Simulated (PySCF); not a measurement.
**Simulated absorption spectrum**

Species: C3H10S2Si2.
InChI=1S/C3H10S2Si2/c1-2-5-7(4)3-6/h2,4,7H,1,3H2,6H3/t7-/m1/s1

Computed with TDDFT CAM-B3LYP/def2-SVPD, vertical, gas phase, core orbitals frozen in the response in PySCF. Isolated species at its GFN2-xTB geometry (one conformer only). Torsions of this conformer, `[CH2:1]=[CH:2][S:3][Si@@H:4]([SH:5])[CH2:6][SiH3:7]`: C1–C2–S3–Si4 5°, C2–S3–Si4–S5 57°, S3–Si4–C6–Si7 74°, H–S5–Si4–S3 35°.

Computed states:

| state | E (eV) | f |
| --- | --- | --- |
| S1 | 5.44 | 0.017 |
| S2 | 5.73 | 0.138 |
| S3 | 5.88 | 0.0055 |
| S4 | 6.25 | 0.071 |
| S5 | 6.27 | 0.0096 |
| S6 | 6.33 | 0.0047 |
| S7 | 6.89 | 0.021 |
| S8 | 7.00 | 0.022 |

Broadening: Gaussians 0.25 eV wide at half height, area fixed by f = 4.319×10⁻⁹ ∫ε dν̃. The cross-section is σ = 3.8235×10⁻²¹ ε cm², given in Mb (10⁻¹⁸ cm²). The width is an assumption, not a result. The curve ends short of the highest state used, and states not computed would add to its high-energy end.

Q: Give the broadened spectrum and its maxima.

A: 
E (eV), σ (Mb) and a bar:
```
     5.06       0.01 
     5.09       0.03 
     5.11       0.06 
     5.14       0.14 
     5.16       0.23 
     5.18       0.38 
     5.21       0.72 
     5.23       1.06 #
     5.26       1.77 #
     5.28       2.38 #
     5.31       3.49 ##
     5.33       4.31 ##
     5.35       5.17 ###
     5.38       6.42 ###
     5.40       7.18 ####
     5.43       8.24 ####
     5.45       8.98 #####
     5.48      10.41 #####
     5.50      11.84 ######
     5.52      13.87 #######
     5.55      18.41 ##########
     5.57      22.55 ############
     5.60      30.31 ################
     5.62      36.18 ###################
     5.65      45.07 #######################
     5.67      50.32 ##########################
     5.69      54.43 ############################
     5.72      57.57 ##############################
     5.74      57.31 ##############################
     5.77      53.45 ############################
     5.79      48.92 #########################
     5.82      40.29 #####################
     5.84      34.01 ##################
     5.86      27.85 ###############
     5.89      19.57 ##########
     5.91      15.01 ########
     5.94       9.84 #####
     5.96       7.51 ####
     5.99       5.59 ###
     6.01       5.29 ###
     6.03       5.74 ###
     6.06       7.79 ####
     6.08      10.04 #####
     6.11      14.57 ########
     6.13      18.17 #########
     6.16      23.92 ############
     6.18      27.59 ##############
     6.20      30.75 ################
     6.23      33.92 ##################
     6.25      34.69 ##################
     6.28      33.63 ##################
     6.30      31.55 ################
     6.33      26.89 ##############
     6.35      23.17 ############
     6.37      19.29 ##########
     6.40      13.76 #######
```

Maxima: 216 nm (5.73 eV), ε about 15000, made up of S2 (98%); 198 nm (6.25 eV), ε about 9100, made up of S4 (84%) and S5 (11%) (ε in L mol⁻¹ cm⁻¹; maxima over ε = 5, shares over 10%).

Q: What would ε be at 5.73 eV, the highest of these maxima, with half the width (0.125 eV)?

A: About 29600 L mol⁻¹ cm⁻¹ against 15100, a factor of about 1.96; a lone state at its own centre would give exactly 2.

Q: Coming from long wavelengths, where does ε first pass 100 L mol⁻¹ cm⁻¹?

A: At about 239 nm (5.18 eV), 0.26 eV below S1.

Q: On this curve, what absorbance would a 10⁻⁵ mol/L sample give at 222 nm over a 1 cm path?

A: 222 nm is 5.585 eV, where ε is about 6800 L mol⁻¹ cm⁻¹, so A = ε c l ≈ 0.068 (Beer–Lambert, with the gas-phase spectrum and the assumed width).

Hardware: Arm Neoverse N1, one thread, no GPU (shared host). Cost: 2.0 min of wall time, 1.2 GiB resident at most.
